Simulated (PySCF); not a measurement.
Zn(Cl)2 anion (Cl2Zn), SMILES [Cl][Zn][Cl] (connectivity only; charge and spin as stated), charge -1, multiplicity 2. Atoms are numbered in the order given.

```xyz
3

Zn     0.0000     0.0000     0.6336
Cl     0.0000     1.9584    -0.5591
Cl     0.0000    -1.9584    -0.5591
```
Charge -1, spin multiplicity 2.

Coordinates come from a r2SCAN-D4/def2-SVPD optimisation. The multiplicity is an assumed one; other spin states were not compared. The isomer is the one that the SMILES or the coordinates give; other isomers of the formula were not compared.

All values below come from r2SCAN-D4/def2-SVPD (PySCF).

Frequencies are harmonic and unscaled.

| mode | ν (cm⁻¹) | IR (km/mol) | moving atoms (share of kinetic energy) |
|---|---|---|---|
| 1 | 99 | 4.4 | Cl 73 %, Zn 27 % |
| 2 | 274 | 39.1 | Cl 75 %, Zn 25 % |
| 3 | 295 | 104.4 | Cl 56 %, Zn 44 % |
